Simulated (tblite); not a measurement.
Species: C₇H₁₁O (doublet state).
SMILES with atom numbers: `[O:1][CH2:2][C@:3]12[CH2:4][CH2:5][C@H:6]([CH2:7]1)[CH2:8]2` (hydrogens: H9, H10 on C2; H11, H12 on C4; H13, H14 on C5; H15 on C6; H16, H17 on C7; H18, H19 on C8)

Structure used (GFN2-xTB), in Å, numbered top down from 1:
```xyz
19
C7H11O angstrom
O      2.834   -0.318    0.253
C      2.039    0.601   -0.225
C      0.535    0.177   -0.085
C      0.041   -0.230    1.302
C     -1.417   -0.576    0.923
C     -1.348   -0.264   -0.575
C     -0.025   -0.936   -0.980
C     -0.595    1.078   -0.594
H      2.216    0.858   -1.290
H      2.062    1.531    0.390
H      0.599   -1.079    1.691
H      0.108    0.588    2.017
H     -1.660   -1.621    1.109
H     -2.144    0.048    1.440
H     -2.250   -0.406   -1.165
H      0.148   -1.961   -0.662
H      0.221   -0.815   -2.031
H     -0.429    1.466   -1.595
H     -0.944    1.866    0.069
```

Method: GFN2-xTB as coded in tblite; computed harmonic values from a numerical Hessian at the method's own geometry, unscaled. The method is semi-empirical: single wavenumbers can be off by several per cent or more. One conformer, not necessarily the lowest. Open shells enter through the occupations alone, without spin polarisation, and single modes of such species can be off by tens of per cent.

Harmonic wavenumbers (cm⁻¹): 84.6, 168.3, 231.5, 303.6, 341.4, 442.6, 495.4, 554.0, 648.5, 744.4, 838.8, 841.2, 887.8, 931.1, 936.9, 969.4, 983.4, 987.3, 1006.3, 1008.3, 1065.5, 1073.0, 1089.7, 1133.2, 1164.7, 1177.3, 1182.4, 1196.3, 1218.7, 1225.2, 1241.9, 1246.4, 1280.9, 1287.1, 1292.3, 1426.5, 1475.0, 1482.7, 1487.0, 1511.3, 2645.2, 2741.7, 2995.7, 3003.0, 3008.0, 3013.5, 3015.5, 3027.1, 3030.9, 3033.9, 3035.2.

A = 4043, B = 1715, C = 1567 MHz; mass 111.081 u (most abundant isotopes); point group C1, symmetry number 1; spin multiplicity 2.

**Question.** What is the zero-point energy?

**Answer.** ½Σν̃ = 35606 cm⁻¹ = 101.80 kcal/mol.

**Question.** Give the ideal-gas entropy at 200 K and 1 bar in the rigid-rotor, harmonic-oscillator model (classical rotation).

**Answer.** Translation 38.07, rotation 26.59, vibration 8.57, spin (R ln 2) 1.38: S = 74.6 cal/(mol K).

**Question.** And Cp and H(200 K) − H(0)?

**Answer.** Cp = 20.35 cal/(mol K), of which vibrations give 12.40 (their classical limit is 51 R = 101.3); H(200 K) − H(0) = 2.64 kcal/mol without the zero-point energy, 1.05 from vibrations.

**Question.** What must be added to the electronic energy to get the Gibbs energy at 200 K and 1 bar?

**Answer.** ZPE + [H(200 K) − H(0)] − T·S = 101.80 + 2.64 − 14.92 = 89.52 kcal/mol.

**Question.** How do the functions run with temperature in this model?

**Answer.** 
```
T (K)  S (cal/(mol K))  Cp (cal/(mol K))  H − H(0) (kcal/mol)  G − H(0) (kcal/mol)  ln q(vib)
  100             63.5              12.9                 0.99                -5.36       0.50
  300             84.7              30.7                 5.17               -20.25       3.12
  500            105.5              51.7                13.50               -39.28       6.63
  800            134.7              71.9                32.34               -75.42      12.66
 1000            151.7              80.4                47.62              -104.09      16.71
```

q(vib) and H(0) count from the zero-point level.

**Question.** Which modes carry the vibrational entropy at 200 K?

**Answer.** 84.6 cm⁻¹: 3.00; 168.3 cm⁻¹: 1.72; 231.5 cm⁻¹: 1.19; 303.6 cm⁻¹: 0.79; 341.4 cm⁻¹: 0.64; 442.6 cm⁻¹: 0.36 cal/(mol K); the other 45 give 0.87 together.

**Question.** Blend soft modes into free rotors: weight 1/[1 + (100 cm⁻¹/ν̃)⁴] for the oscillator and the rest for a rotor with moment μB/(μ + B), μ = h/(8π²ν), B = 10⁻⁴⁴ kg m². What vibrational entropy results?

**Answer.** 8.38 cal/(mol K) in place of 8.57, which changes −T·S at 200 K by +0.04 kcal/mol.

Hindered rotation and anharmonicity are outside this model. Other conformers, if any are populated, would add a mixing term that is left out. The structure is chiral; the term R ln 2 for an equal mix with its mirror image is left out.
